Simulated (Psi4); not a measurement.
HIn, singlet, at a GFN2-xTB geometry (such geometries of metal compounds can be far from the true shape) (core potentials on In). Base run: B3LYP/def2-SV(P) in Psi4.

The Psi4 input:
```
memory 2 GB

molecule mol {
0 1
In   -0.000000   -0.000000   -0.039404
H     0.000000    0.000000    1.930786
}

set {
  basis def2-sv(p)
  reference rks
}

energy('b3lyp')
print_variables()
```

Each row names what was changed in the base input (with any setting that the change needs).

```csv
change,ΔE vs base (µEh),SCF cycles,grid points,basis functions
base,0.0,7,42913,28
cholesky_tolerance = 1e-6 (with scf_type cd),71.1,7,42913,28
dft_radial_scheme = mura,0.1,7,43507,28
dft_radial_scheme = becke,-0.4,7,38178,28
ints_tolerance = 1e-8,0.0,7,42913,28
guess = gwh,0.0,8,42913,28
dft_radial_points = 99,0.1,7,56005,28
dft_nuclear_scheme = stratmann,0.7,7,41573,28
dft_nuclear_scheme = becke,-0.3,7,42832,28
level_shift = 1.0,0.0,7,42913,28
dft_radial_points = 50,33.6,7,28746,28
d_convergence = 1e-4,0.0,6,42913,28
e_convergence = 1e-10,0.0,8,42913,28
```
